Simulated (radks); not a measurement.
Results of a calculation; reference values are marked as such.
Species: neutral carbon. Configuration: [He] 2s2 2p1.75 3p0.25 (fractional occupations, a model configuration).

Level of theory: Dirac Kohn-Sham, HCTH/407, spin-unpolarised, spherical densities, finite nucleus; open shells fill j = l - 1/2 first; Fermi nuclear charge, rms radius 2.4702 fm (a radial shooting solver on a logarithmic mesh with Libxc functionals).

Energy parts (hartree):
part                     energy
total                 -37.75075
kinetic                37.57879
electron-nucleus      -87.49038
Hartree                17.22085
exchange-correlation   -5.06000

Orbitals (lengths in bohr, moments of r in powers of bohr; r(90%) holds 90 % of the orbital's charge):
| orbital | occ. | eigenvalue (hartree) | r(90%) |
|---|---|---|---|
| 1s1/2 | 2 | -10.15348 | 0.484 |
| 2s1/2 | 2 | -0.58808 | 2.45 |
| 2p1/2 | 1.75 | -0.26758 | 3.00 |
| 3p1/2 | 0.25 | -0.02534 | 15.7 |

The highest occupied level is 3p1/2 at -0.690 eV. The electron density at the nucleus is 129.7 e/bohr^3.

Empty levels of this run are not shown, since the potential may be unsettled where no density lies.
